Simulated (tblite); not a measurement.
Species: C5H10ClFO2S.
Z-matrix (Å and degrees, GFN2-xTB geometry), rows numbered from 1:
```
C 
C   1  1.5225
F   2  1.3815  1  108.17
C   2  1.5233  1  114.39  3   121.13
C   4  1.5112  2  115.41  1   -71.75
C   4  1.5160  2  112.54  1    60.56
S   4  1.8530  2  106.03  1   171.06
O   7  1.4294  4  109.71  2   -41.71
O   7  1.4294  4  109.02  2  -172.48
Cl  7  2.0253  4  106.82  2    74.15
H   1  1.0869  2  108.69  3    51.84
H   1  1.0864  2  110.45  3   -67.04
H   1  1.0848  2  110.46  3   171.24
H   2  1.0980  1  110.89  3  -115.50
H   5  1.0890  4  110.87  2    77.25
H   5  1.0882  4  110.90  2   -43.85
H   5  1.0884  4  108.87  2  -163.47
H   6  1.0882  4  110.33  2    48.92
H   6  1.0877  4  109.17  2   167.87
H   6  1.0885  4  110.88  2   -72.38
```

Method: GFN2-xTB as coded in tblite; computed harmonic values from a numerical Hessian at the method's own geometry, unscaled. This tight-binding method is rough: wavenumbers can miss measured ones by several per cent, in bad cases by 10 to 20. One conformer, not necessarily the lowest.

Harmonic wavenumbers (cm⁻¹): 38.1, 72.0, 133.7, 149.6, 177.8, 202.8, 217.7, 229.9, 245.2, 272.2, 284.0, 303.8, 323.5, 335.0, 379.6, 444.7, 480.0, 511.5, 557.8, 663.1, 797.8, 918.4, 967.6, 974.5, 1005.3, 1052.1, 1090.2, 1110.7, 1119.2, 1153.8, 1207.5, 1263.6, 1271.4, 1295.4, 1310.2, 1393.1, 1398.2, 1414.5, 1459.1, 1469.6, 1473.7, 1477.7, 1485.6, 1489.2, 2921.7, 3020.5, 3023.6, 3036.0, 3038.7, 3044.1, 3046.5, 3054.8, 3059.6, 3071.2.

A = 1415, B = 892.1, C = 744.9 MHz; mass 188.007 u (most abundant isotopes); point group C1, symmetry number 1.

What is the zero-point energy?

½Σν̃ = 32969 cm⁻¹ = 94.26 kcal/mol.

Entropy at 273.15 K, 1 bar (ideal gas, RRHO, classical rotation)?

Translation 41.19, rotation 29.95, vibration 34.22: S = 105.4 cal/(mol K).

And Cp and H(273.15 K) − H(0)?

Cp = 43.42 cal/(mol K), of which vibrations give 35.47 (their classical limit is 54 R = 107.3); H(273.15 K) − H(0) = 7.28 kcal/mol without the zero-point energy, 5.11 from vibrations.

Blend soft modes into free rotors: weight 1/[1 + (100 cm⁻¹/ν̃)⁴] for the oscillator and the rest for a rotor with moment μB/(μ + B), μ = h/(8π²ν), B = 10⁻⁴⁴ kg m². What vibrational entropy results?

32.11 cal/(mol K) in place of 34.22, which changes −T·S at 273.15 K by +0.57 kcal/mol.

Which modes carry the vibrational entropy at 273.15 K?

38.1 cm⁻¹: 5.18; 72.0 cm⁻¹: 3.93; 133.7 cm⁻¹: 2.72; 149.6 cm⁻¹: 2.51; 177.8 cm⁻¹: 2.19; 202.8 cm⁻¹: 1.95 cal/(mol K); the other 48 give 15.74 together.

How do the functions run with temperature in this model?

| T (K) | S (cal/(mol K)) | Cp (cal/(mol K)) | H − H(0) (kcal/mol) | G − H(0) (kcal/mol) | ln q(vib) |
| --- | --- | --- | --- | --- | --- |
| 150 | 83.6 | 30.0 | 2.72 | -9.82 | 3.53 |
| 250 | 101.6 | 41.1 | 6.30 | -19.11 | 7.01 |
| 298.15 | 109.3 | 45.9 | 8.39 | -24.19 | 8.67 |
| 400 | 124.1 | 55.5 | 13.57 | -36.09 | 12.07 |
| 600 | 149.7 | 70.6 | 26.28 | -63.54 | 18.34 |
| 900 | 181.3 | 85.2 | 49.84 | -113.36 | 26.81 |

q(vib) and H(0) count from the zero-point level.

What must be added to the electronic energy to get the Gibbs energy at 273.15 K and 1 bar?

ZPE + [H(273.15 K) − H(0)] − T·S = 94.26 + 7.28 − 28.78 = 72.76 kcal/mol.

Hindered rotation and anharmonicity are outside this model. Other conformers, if any are populated, would add a mixing term that is left out. The structure is chiral; the term R ln 2 for an equal mix with its mirror image is left out.
